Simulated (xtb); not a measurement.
A run for xtb: GFN2-xTB on BiF2HTe (SMILES [F][Bi]([F])[TeH]), a point of a torsion scan.

```
$ xtb mol.xyz --gfn 2 --sp --chrg 0 --uhf 0
5

F     -1.22037928     1.63313706     0.39223319
Bi    -0.72910006     0.02226056    -0.79811183
F     -1.70279417    -1.39317381     0.36371952
Te     1.58009214    -0.27827200     0.62014506
H      1.22301278     0.98951954     1.58197762
```

The head of its log:

```
[...]
           -------------------------------------------------
          |                Calculation Setup                |
           -------------------------------------------------



           -------------------------------------------------
          |                 G F N 2 - x T B                 |
           -------------------------------------------------

        Reference                      10.1021/acs.jctc.8b01176
      * Hamiltonian:
        H0-scaling (s, p, d)           1.850000    2.230000    2.230000
        zeta-weighting                 0.500000
      * Dispersion:
        s8                             2.700000
        a1                             0.520000
        a2                             5.000000
        s9                             5.000000
      * Repulsion:
        kExp                           1.500000    1.000000
        rExp                           1.000000
      * Coulomb:
        alpha                          2.000000
        third order                    shell-resolved
        anisotropic                    true
        a3                             3.000000
        a5                             4.000000
        cn-shift                       1.200000
        cn-exp                         4.000000
        max-rad                        5.000000


          ...................................................
          :                      SETUP                      :
          :.................................................:
          :  # basis functions                  23          :
          :  # atomic orbitals                  22          :
          :  # shells                           10          :
          :  # electrons                        26          :
          :  max. iterations                   250          :
          :  Hamiltonian                  GFN2-xTB          :
          :  restarted?                      false          :
          :  GBSA solvation                  false          :
          :  PC potential                    false          :
          :  electronic temp.          300.0000000     K    :
          :  accuracy                    1.0000000          :
          :  -> integral cutoff          0.2500000E+02      :
          :  -> integral neglect         0.1000000E-07      :
          :  -> SCF convergence          0.1000000E-05 Eh   :
          :  -> wf. convergence          0.1000000E-03 e    :
          :  Broyden damping             0.4000000          :
          :  net charge                          0          :
          :  unpaired electrons                  0          :
          ...................................................

 iter      E             dE          RMSdq      gap      omega  full diag
   1    -15.4886141 -0.154886E+02  0.192E+01    3.67       0.0  T
   2    -15.4814385  0.717561E-02  0.746E+00    4.95       1.0  T
```

**Question.** What total energy does the run end on?

**Answer.** -15.5229 hartree.
